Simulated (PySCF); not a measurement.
Atoms are numbered as in `[CH2:1]=[C:2]([O:3][SiH2:4][OH:5])[C:6](=[O:7])[OH:8]`; H(Xn) means a hydrogen on atom n. Ha(C1) is cis to O3; Hb(C1) is trans to O3.

One averaged value for each set of equivalent atoms, non-relativistic, one conformer, no solvent. GFN2-xTB structure; GIAO PBE0/pcSseg-1 shieldings; PySCF 2.14.0 with density-fitted response routines.

Predict the 2D correlation tables (HSQC, COSY, HMBC).

## Answers



HSQC (one-bond C–H):
| δH | δC |
| --- | --- |
| 6.09 (Hb(C1)) | 114.1 (C1) |
| 5.71 (Ha(C1)) | 114.1 (C1) |

COSY cross peaks (H two or three bonds apart, from the bond graph; peaks can be absent where the dihedral angle is near 90°):
| δH | δH |
| --- | --- |
| 6.09 (Hb(C1)) | 5.71 (Ha(C1)) |

HMBC (two and three bonds, from the bond graph):
| δH | δC |
| --- | --- |
| 6.09 (Hb(C1)) | 172.5 (C6), 151.6 (C2) |
| 5.71 (Ha(C1)) | 172.5 (C6), 151.6 (C2) |
| 4.80 (H(Si4)) | 151.6 (C2) |

δ = σ(ref) − σ, references computed at the same level: 1H and 13C vs TMS.

OH/NH shifts are gas-phase values; hydrogen bonding in solution moves them, usually downfield. Shifts are as computed. Against solution values, carbons near 30 ppm lie about +3 ppm off and those near 130 ppm about +5 ppm. Of 1211 compounds with measured shifts, 218 miss one by over three times the rms of a fit or turn the order of signals round; such compounds aren't used in these exercises. The C=O carbon of an acid or of an amide with N–H lies up to 10 ppm further downfield in solution, through hydrogen bonding that the calculation lacks.
